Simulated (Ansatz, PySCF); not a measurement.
System: hydrogen telluride, H₂Te, charge 0, multiplicity 1. 
Structure (B3LYP-D3(BJ)/def2-TZVP (Ansatz, a first-principles code) minimum search):
SMILES: [TeH2]
```xyz
3

Te    -0.0007     0.0433     0.0023
H     -1.1604    -1.1450    -0.0483
H      1.1973    -1.1053    -0.0693
```

Wanted: atomisation energy (electronic, to ground-state atoms), in eV. Correlated levels leave the core frozen unless marked. UHF or UKS for open shells. Spin-orbit coupling is left out. Frozen are the shells of the preceding noble gas and the d and f shells that filled before the atom's block. In def2 rows, elements after Kr have scalar-relativistic effective core potentials. STO-3G rows are all-electron and non-relativistic. The coupled-cluster limit lacks core correlation, which all-electron functionals hold. CBS(X,Y): correlation extrapolated as X^-3; Hartree-Fock from the larger set.

| level | program | atomisation energy (eV) |
|---|---|---|
| HF-D4/def2-TZVPD | PySCF + dftd4 | 4.12 |
| B3LYP-D3(BJ)/def2-TZVPD | Ansatz + dftd3 | [?] |
| PBE0/STO-3G | Ansatz | 7.90 |
| PBE0-D4/def2-TZVP | Ansatz + dftd4 | 6.05 |
| BHLYP-D4/def2-TZVPD | Ansatz + dftd4 | 6.02 |
| r2SCAN0/def2-TZVPD | Ansatz | [?] |
| M06-2X/def2-TZVPD | PySCF | 5.50 |
| CAM-B3LYP-D3(BJ)/def2-TZVPD | Ansatz + dftd3 | 6.20 |
| wB97X-V/def2-TZVPD | Ansatz | 6.23 |
| B2GP-PLYP/def2-TZVPD | Ansatz | [?] |
| B2PLYP-D3(BJ)/def2-TZVPD | Ansatz + dftd3 | 6.04 |
| RPA@PBE/def2-TZVPP | Ansatz | [?] |
| SCS-MP2/def2-SVPD | Ansatz | 5.58 |
| CCSD/def2-SVPD | Ansatz | 5.66 |
| CCSD(T)/CBS(def2-TZVPPD,def2-QZVPPD) | Ansatz | 6.18 |

Task: Fill in the missing entries.

Result: 
- B3LYP-D3(BJ)/def2-TZVPD, atomisation energy (eV): 6.25
- r2SCAN0/def2-TZVPD, atomisation energy (eV): 6.01
- B2GP-PLYP/def2-TZVPD, atomisation energy (eV): 5.95
- RPA@PBE/def2-TZVPP, atomisation energy (eV): 5.86
